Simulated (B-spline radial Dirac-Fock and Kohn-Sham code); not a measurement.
Method: the Dirac equation of a negative muon with reduced mass in the field of a spherical finite nucleus, with the Uehling potential to all orders; nuclear polarisation, deformation, hyperfine structure, self-energy, higher-order vacuum polarisation, relativistic recoil and electron screening are left out. Computed with a radial atomic solver. The nuclear charge is a Fermi distribution (skin thickness 2.3 fm).

**Question.** A muonic atom of atomic mass 22.99 u emits these computed lines: 2p3/2 → 1s1/2 296.6 keV, 3d5/2 → 2p3/2 56.20 keV, 4f7/2 → 3d5/2 19.63 keV, 5g9/2 → 4f7/2 9.077 keV. Which element is it, and what rms charge radius was used?

**Answer.** Magnesium (Z = 12, nuclide ²³Mg); the high transitions hardly feel the nucleus and fix Z. The 2p → 1s line lies 6.463 keV below the value for a point nucleus without QED, which for this nuclear model gives a radius near 3.04 fm (3.0425 fm was used).
